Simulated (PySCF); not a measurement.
# Hf: electron affinity

Hf⁻ [Xe] 4f14 5d3 6s2 (4F) → Hf [Xe] 4f14 5d2 6s2 (3F), as a difference of total energies. All numbers are calculated (PySCF 2.14, scalar relativity by spin-free X2C-1e, in x2c-TZVPPall with one added diffuse shell each of s, p, d, f type (12s8p8d4f1g, 113 functions)). Correlated levels: valence: [Xe] 4f14 frozen. The calculations carry no spin-orbit coupling.

```
           method  electron affinity (eV)
              UHF                  -1.082
    MP2 (valence)                  -0.798
SCS-MP2 (valence)                  -1.122
   CCSD (valence)                  -0.428
CCSD(T) (valence)                  -0.295
```

A first-order spin-orbit estimate (lowest level to lowest level, LS coupling) adds -0.072 eV.

The configuration of this anion was assumed by filling the next shell in order. It is not the known or likely ground configuration (Ca⁻, Sr⁻ and Ba⁻, for instance, bind a p electron), so these values are not the electron affinity of the element.

A negative affinity means that the anion lies above the atom at that level of theory.

The coupled-cluster amplitudes are large for Hf⁻ (T1 above 0.03 or a double amplitude above 0.15), so a single reference is strained.
